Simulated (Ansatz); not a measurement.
The same path of C$_{2}$H$_{8}$FNSi (13 atoms, charge 0, multiplicity 1) was run 3 times with different band settings. The coordinate that changes most is the dihedral H8–N3–C4–H9.

Theory: RKS B3LYP/def2-SVP in Ansatz 0.2.0.

Relaxed end points:

```xyz
13
Properties=species:S:1:pos:R:3
F -1.348 1.895 1.429
C 0.003 1.525 1.340
N 0.207 0.241 0.795
C -0.240 0.024 -0.580
Si 0.328 -1.661 -1.251
H 0.494 2.284 0.706
H 0.415 1.566 2.362
H -0.130 -0.487 1.424
H 0.215 0.801 -1.221
H -1.336 0.133 -0.709
H -0.268 -1.888 -2.600
H -0.134 -2.745 -0.331
H 1.814 -1.723 -1.350
```

```xyz
13
Properties=species:S:1:pos:R:3
F 0.113 2.386 0.866
C 0.520 1.098 1.257
N -0.450 0.105 1.016
C -0.834 -0.128 -0.382
Si 0.395 -1.248 -1.317
H 1.443 0.881 0.694
H 0.743 1.147 2.336
H -1.266 0.241 1.610
H -1.008 0.813 -0.940
H -1.795 -0.668 -0.391
H -0.047 -1.374 -2.738
H 0.429 -2.602 -0.693
H 1.777 -0.684 -1.303
```

Common settings: movable images 7; spring 5.0 eV/Å²; start path IDPP; force threshold 0.05 eV/Å; end points relaxed.

| run | climbing image | optimiser | iteration limit | largest step |
| --- | --- | --- | --- | --- |
| 1 | yes | quadratic models (default) | 58 | default |
| 2 | yes | lbfgs | 60 | 0.02 Å |
| 3 | from the first iteration | lbfgs | 60 | default |

**Question.** What does each run give, and how far can it be trusted?

**Answer.** Run 1: converged after 6 iterations, highest image 0.083 eV above the first end. A vibrational analysis at the climbing image gives one clearly imaginary mode, 78i cm⁻¹: a first-order saddle point.
Run 2: converged after 15 iterations, highest image 0.085 eV above the first end. Another band between the same ends (7 images) ends at a top of the same energy, where a vibrational analysis finds 1 clearly imaginary mode.
Run 3: converged after 24 iterations, highest image 0.084 eV above the first end. Another band between the same ends (7 images) ends at a top of the same energy, where a vibrational analysis finds 1 clearly imaginary mode.
